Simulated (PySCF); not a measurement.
A GIAO shielding run with PySCF 2.14.0 with density-fitted response routines (density fitting, non-relativistic, gas phase) on SMILES CC[SiH2]OC(C)=S, C4H10OSSi:

```
$ OMP_NUM_THREADS=1 python probes_run.py task.json out

{"job": {"kind": "nmr", "xc": "PBE0", "basis": "pcSseg-1"}, "charge": 0, "multiplicity": 1}
C     -3.038512    -0.195452     0.318170
C     -1.687261    -0.899504     0.299217
Si    -0.244871     0.319978     0.272153
O      1.067511    -0.671894     0.264346
C      2.373912    -0.507825     0.251717
C      2.901019     0.886808     0.222018
S      3.346001    -1.810717     0.268460
H     -3.852543    -0.917654     0.330549
H     -3.131280     0.436942     1.197494
H     -3.155382     0.434642    -0.560010
H     -1.638871    -1.554282    -0.573581
H     -1.609917    -1.550726     1.172715
H     -0.211674     1.160082    -0.928830
H     -0.180729     1.172726     1.462645
H      2.528922     1.435030     1.087227
H      3.986568     0.879746     0.227802
H      2.540111     1.394129    -0.672540
```

Hardware: 1 thread of an Arm Neoverse N1, shared host. The job also computes population analyses, field gradients.

(1) How large is the calculation?

(2) How long does it take, and how much memory does it need?

## Answers

(1) 72 electrons, 183 basis functions and 995 auxiliary functions.

(2) 58 s of wall time, with 14 SCF cycles and 5 response iterations; peak memory 0.82 GiB. Times on a shared host scatter by some tens of per cent.
